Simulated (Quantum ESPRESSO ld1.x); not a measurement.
Results of a calculation; reference values are marked as such.
Task: Excited configurations of Os+: one electron is placed in a higher orbital outside [Xe] 4f14 5d6. The ground configuration is [Xe] 4f14 5d6 6s1. Level of theory: scalar-relativistic Kohn-Sham, LDA (Slater exchange, VWN5 correlation), spin-polarised, spherical densities, point nucleus; open shells are filled with parallel spins first (ld1.x of Quantum ESPRESSO 7.5). Excitation = E - E(ground); binding = E(ion) - E, where the ion is the core of charge +2; n* = 2/sqrt(2 binding) in atomic units, and the quantum defect is n - n*.

outer orbital  excitation (eV)  binding (eV)     n*  quantum defect  eigenvalue (eV)  <r> (bohr)
5f                      14.325         3.671  3.850           1.150           -2.598       8.069
6p                       6.500        11.496  2.176           3.824           -8.637       3.521
6d                      12.297         5.699  3.090           2.910           -4.208       5.998
6f                      15.506         2.490  4.675           1.325           -1.885       13.89
7s                      11.074         6.922  2.804           4.196           -5.518       6.209
7p                      12.698         5.298  3.205           3.795           -4.187       7.679
7f                      16.225         1.771  5.544           1.456           -1.390       21.16

Estimate the row for 7d.

Result: excitation (eV) 14.631; binding (eV) 3.365; n* 4.022; quantum defect 2.978; eigenvalue (eV) -2.622; <r> (bohr) 11.30. The Delta-SCF ionisation energy is 17.996 eV (NIST Atomic Spectra Database: 17 eV, semi-empirical). Self-interaction in the functional shifts the binding energies and quantum defects, so they are the method's values and not measured ones. Open shells are spherical and high-spin; term and fine-structure splittings are not resolved. Spin-orbit splitting is averaged out at the scalar-relativistic level.
